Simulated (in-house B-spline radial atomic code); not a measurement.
Computed with a B-spline radial atomic code. Model: two electrons, singlet ground state, non-relativistic, full CI in B-splines with partial waves to l = 8 (at full coupling up to 3e-4 hartree above the limit, correlation up to 0.6 % small), density held at that of full coupling by Lieb maximisation.

Along the adiabatic connection the electron repulsion is scaled by a coupling λ while a local potential keeps the density fixed. At λ = 0 the system is the Kohn-Sham one and W equals the exchange energy; the exchange-correlation energy is the area under W between 0 and 1. The kinetic energy rises with λ as the electrons avoid each other, with dT/dλ = −λ dW/dλ.

Command:
```bash
python run_ac.py task.json out
```
Settings (lengths in bohr, energies in hartree):
```
potential              dot
strength               0.447
lmax                   8
second                 -1
```

Time taken, with all properties: 10 s on 1 thread of Intel(R) Xeon(R) Processor @ 2.30GHz, with other jobs on the host.

**W = mean repulsion less Hartree energy, and W of three functionals.**

Given: confinement charge in harmonic well; well frequency 0.447 hartree; nuclear charge -1; external potential omega^2 r^2/2 - Z/r.

Computed: LDA exchange minus exact 51.096 millihartree; PBE exchange minus exact 9.9357 millihartree.

```csv
coupling,W xc (hartree),W xc minus exchange (millihartree),kinetic minus Kohn-Sham (millihartree),LDA (PW92) W minus its exchange (millihartree),PBE W minus its exchange (millihartree),SCAN W minus its exchange (millihartree)
0,-0.39537,0,0,0,0,0
0.02,?,?,?,?,?,?
0.05,-0.40113,-5.766,0.14,-19.44,-8.84,-4.59
0.12,-0.40862,-13.248,0.77,-35.52,-18.44,-10.48
0.25,-0.42088,-25.511,3.02,-56.41,-32.59,-20.22
0.4,-0.4328,-37.428,6.87,-73.99,-45.55,-29.97
0.6,-0.44573,-50.364,13.29,-91.78,-59.44,-41.06
0.8,-0.45608,-60.716,20.5,-105.7,-70.73,-50.46
1,-0.4645,-69.129,28.04,-117.08,-80.2,-58.54
1.4,-0.47725,-81.884,43.19,-134.86,-95.38,-71.71
2,-0.4901,-94.728,64.75,-153.99,-112.13,-86.32
3,-0.50307,-107.7,96.58,-175.32,-131.22,-102.5
4.5,?,?,?,?,?,?
7,-0.52396,-128.59,192.62,-215.74,-168.27,-129.58
10,-0.5307,-135.33,249.05,-230.5,-182.01,-137.3
```

Task: What belongs in the row 0.02?

Result: W xc (hartree): -0.39772; W xc minus exchange (millihartree): -2.35; kinetic minus Kohn-Sham (millihartree): 0.02; LDA (PW92) W minus its exchange (millihartree): -9.86; PBE W minus its exchange (millihartree): -3.9; SCAN W minus its exchange (millihartree): -1.89.

Task: What belongs in the row 4.5?

Result: W xc (hartree): -0.51405; W xc minus exchange (millihartree): -118.68; kinetic minus Kohn-Sham (millihartree): 136.95; LDA (PW92) W minus its exchange (millihartree): -195.52; PBE W minus its exchange (millihartree): -149.61; SCAN W minus its exchange (millihartree): -116.92.

Task: What is the SCAN exchange minus exact?

Result: -5.6225 millihartree.

**Energy parts, natural occupations and partial-wave weights.**

Computed: total energy 2.9801 hartree; exchange energy -0.39537 hartree; kinetic part of the DFT correlation energy 0.028039 hartree; initial slope twice GL2 -0.11898 hartree; kinetic part over minus potential part 0.40561; Kohn-Sham kinetic 0.44742 hartree; Lieb Oxford ratio E_xc over LDA exchange 1.2678.

```csv
natural,occupation of the shell (electrons)
s,1.9042
p,0.092763
d,0.0014452
s,?
p,0.00016296
f,0.00016137
```

Task: What belongs in the row s?

Result: occupation of the shell (electrons): 0.0011314.

```csv
wave,weight
s,0.95268
p,?
d,0.0007413
f,8.628e-05
g,1.8538e-05
```

Task: What belongs in the row p?

Result: weight: 0.046467.

Task: What is the Hartree energy?

Result: 0.79074 hartree.

Task: What is the correlation energy?

Result: -0.04109 hartree.

Half-way to full coupling W has made 63 % of its drop, against 50 % for a straight line, and second-order (GL2) theory, half the initial slope, overshoots the correlation energy by about 45 %: a marked bend. Over couplings 0 to 1 the errors in E_xc come to about +15 millihartree for LDA, +1.9 millihartree for PBE, +1.7 millihartree for SCAN. In LDA and PBE and SCAN the errors of exchange and correlation have opposite signs, so the sum is smaller than the larger of the two.
